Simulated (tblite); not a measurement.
Species: C7H11 (doublet state).
SMILES with atom numbers: `[C:1]#[C:2][C:3]([CH3:4])([CH3:5])[CH2:6][CH3:7]` (hydrogens: H8, H9, H10 on C4; H11, H12, H13 on C5; H14, H15 on C6; H16, H17, H18 on C7)
Bond orders are those of one Lewis drawing.

Computed with GFN2-xTB (tblite), gas phase: L-BFGS steps from a force-field or distance-geometry start until the largest atomic force falls under 0.01 eV/Å.

Step 6: E = -555.5584 eV
```
atom  x, y, z in Å  |  force x, y, z in eV/Å
C1      1.0578    2.7018   -0.5158    0.353   0.577  -0.083
C2      0.4562    1.6887   -0.3667   -0.769  -1.393   0.228
C3     -0.3037    0.4122   -0.1695   -0.158  -0.365   0.065
C4     -0.8558    0.3415    1.2660    0.035   0.054  -0.029
C5     -1.4954    0.3759   -1.1456    0.049   0.063  -0.016
C6      0.5977   -0.8154   -0.4694    0.000   0.041  -0.002
C7      1.7769   -1.0226    0.4762   -0.007   0.066  -0.014
H8     -1.3622   -0.6116    1.4389    0.113   0.053  -0.177
H9     -0.0714    0.4369    2.0104    0.097   0.080  -0.039
H10    -1.5859    1.1285    1.4416    0.056   0.094  -0.068
H11    -2.0773   -0.5406   -1.0180    0.179   0.068   0.106
H12    -2.1691    1.2121   -0.9766    0.066   0.099   0.021
H13    -1.1607    0.4079   -2.1790    0.083   0.064  -0.028
H14     0.9763   -0.7421   -1.4917    0.010   0.145  -0.002
H15    -0.0215   -1.7217   -0.4361   -0.070   0.212   0.043
H16     2.4073   -0.1387    0.4995    0.018   0.066   0.013
H17     2.3795   -1.8646    0.1377   -0.034   0.047  -0.027
H18     1.4427   -1.2420    1.4866   -0.021   0.029   0.009
```

Step 7: E = -555.5962 eV
```
atom  x, y, z in Å  |  force x, y, z in eV/Å
C1      1.0450    2.6798   -0.5125   -0.211  -0.380   0.061
C2      0.4407    1.6565   -0.3606    0.135   0.135  -0.006
C3     -0.3105    0.3975   -0.1671   -0.103  -0.170   0.029
C4     -0.8529    0.3450    1.2648   -0.029  -0.029   0.054
C5     -1.4922    0.3803   -1.1469   -0.036  -0.023  -0.024
C6      0.5985   -0.8118   -0.4693    0.011  -0.077  -0.007
C7      1.7766   -1.0192    0.4760    0.006   0.048   0.009
H8     -1.3552   -0.6075    1.4281    0.015  -0.045  -0.039
H9     -0.0665    0.4411    2.0079    0.072   0.072  -0.062
H10    -1.5825    1.1331    1.4375    0.058   0.081  -0.064
H11    -2.0661   -0.5357   -1.0117    0.025  -0.026   0.036
H12    -2.1654    1.2170   -0.9750    0.090   0.078   0.013
H13    -1.1562    0.4110   -2.1806    0.075   0.066   0.009
H14     0.9764   -0.7342   -1.4914    0.005   0.131  -0.003
H15    -0.0252   -1.7086   -0.4336   -0.085  -0.010   0.011
H16     2.4076   -0.1353    0.4999    0.011   0.054   0.015
H17     2.3776   -1.8621    0.1361   -0.032   0.059  -0.019
H18     1.4416   -1.2403    1.4867   -0.008   0.037  -0.012
```

**Question.** Estimate the geometry and energy of step 8. (The exact step hangs on the optimiser's Hessian estimate; all steps are aligned on step 7, rigid shifts and turns removed.)

**Answer.** E = -555.6019 eV, largest force 0.327 eV/Å
```
atom  x, y, z in Å  |  force x, y, z in eV/Å
C1      1.0381    2.6677   -0.5106   -0.154  -0.285   0.047
C2      0.4356    1.6444   -0.3581    0.199   0.248  -0.024
C3     -0.3139    0.3910   -0.1660   -0.060  -0.090   0.016
C4     -0.8521    0.3459    1.2650   -0.042  -0.053   0.060
C5     -1.4914    0.3816   -1.1477   -0.052  -0.048  -0.017
C6      0.5990   -0.8113   -0.4693   -0.008  -0.097  -0.009
C7      1.7766   -1.0174    0.4762    0.003   0.039   0.009
H8     -1.3525   -0.6068    1.4237   -0.023  -0.074   0.024
H9     -0.0637    0.4436    2.0062    0.056   0.062  -0.066
H10    -1.5804    1.1358    1.4350    0.053   0.068  -0.055
H11    -2.0617   -0.5343   -1.0089   -0.040  -0.056   0.000
H12    -2.1628    1.2198   -0.9743    0.091   0.062   0.008
H13    -1.1534    0.4131   -2.1810    0.066   0.060   0.023
H14     0.9764   -0.7296   -1.4913    0.001   0.112   0.002
H15    -0.0277   -1.7041   -0.4326   -0.071  -0.089  -0.006
H16     2.4077   -0.1334    0.5001    0.005   0.049   0.014
H17     2.3766   -1.8604    0.1352   -0.020   0.056  -0.015
H18     1.4411   -1.2391    1.4866   -0.004   0.038  -0.011
```

The energy changes by -0.0057 eV. The first-order estimate −F·Δx gives -0.0085 eV and the mean of the old and new forces, exact on a quadratic surface, -0.0057 eV. The step makes an angle of 56° with the force vector and moves no atom by more than 0.014 Å.

The cost below is that of the whole relaxation. The run took 0.23 s of wall time on Arm Neoverse V2, one thread, shared host with 96 logical CPUs at a one-minute load of 55.
